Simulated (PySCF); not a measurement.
C3H13AlO2Si2, SMILES C[Si](C)(C)[SiH2][Al]([OH])[OH], singlet, GFN2-xTB optimised geometry.

```
21

Si     0.00    -2.13    -1.66
C     -1.02    -3.62    -2.30
C      1.67    -2.81    -1.01
C      0.40    -1.01    -3.16
Si    -1.05    -0.81    -0.04
Al    -0.09     1.39     0.00
O      1.57     1.39     0.00
O     -1.07     2.73     0.00
H     -0.50    -4.16    -3.09
H     -1.23    -4.32    -1.50
H     -1.97    -3.29    -2.71
H      2.21    -3.36    -1.77
H      2.31    -2.00    -0.67
H      1.52    -3.48    -0.17
H     -0.50    -0.77    -3.72
H      0.83    -0.07    -2.83
H      1.10    -1.46    -3.85
H     -2.52    -0.79    -0.28
H     -0.99    -1.50     1.27
H      2.52     1.44     0.01
H     -1.64     3.48     0.00
```

Density from PySCF 2.14.0 with CAM-B3LYP/def2-SVP at that geometry.

Minimum of the electron density along straight lines between bonded atoms, close to the bond critical point (lines longer than 1.1 times the sum of covalent radii, or with two minima, are not listed):

| bond | length / Å | ρ at the minimum / e bohr⁻³ | ∇²ρ there / e bohr⁻⁵ | position (fraction from the first atom) |
|---|---|---|---|---|
| Si1–C2 | 1.914 | 0.109 | 0.30 | 0.38 |
| Si1–C3 | 1.913 | 0.109 | 0.31 | 0.38 |
| Si1–C4 | 1.913 | 0.108 | 0.31 | 0.38 |
| Si5–Al6 | 2.407 | 0.066 | 0.07 | 0.65 |
| Al6–O7 | 1.657 | 0.100 | 1.01 | 0.43 |
| Al6–O8 | 1.655 | 0.101 | 1.00 | 0.44 |
| C2–H9 | 1.087 | 0.271 | -0.97 | 0.63 |
| C2–H10 | 1.086 | 0.272 | -0.98 | 0.63 |
| C2–H11 | 1.086 | 0.272 | -0.98 | 0.63 |
| C3–H12 | 1.087 | 0.271 | -0.97 | 0.63 |
| C3–H13 | 1.086 | 0.272 | -0.98 | 0.63 |
| C3–H14 | 1.086 | 0.272 | -0.98 | 0.63 |
| C4–H15 | 1.086 | 0.272 | -0.98 | 0.63 |
| C4–H16 | 1.089 | 0.270 | -0.96 | 0.62 |
| C4–H17 | 1.086 | 0.272 | -0.98 | 0.63 |
| Si5–H18 | 1.483 | 0.111 | 0.31 | 0.49 |
| Si5–H19 | 1.483 | 0.110 | 0.32 | 0.49 |
| O7–H20 | 0.947 | 0.358 | -2.56 | 0.82 |
| O8–H21 | 0.947 | 0.358 | -2.55 | 0.82 |
